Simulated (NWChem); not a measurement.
Molecule: N2H3, doublet; SMILES [NH]N

Program: NWChem. Spin-unrestricted. Structure relaxed at the PBE0/def2-SVP, spin-unrestricted level. No stability test was run on the SCF state. Solvent water, SMD (1 M gas to 1 M solution), gas-phase geometry. Reactions with the solvent are ignored.

For level M06-2X/def2-SVP:

solvation free energy (kcal/mol): -6.8
dipole in solution (D): 3.34

What are these values for level M06-2X/STO-3G?

The solvation free energy (kcal/mol) comes out as -4.4 and the dipole in solution (D) is 2.73.
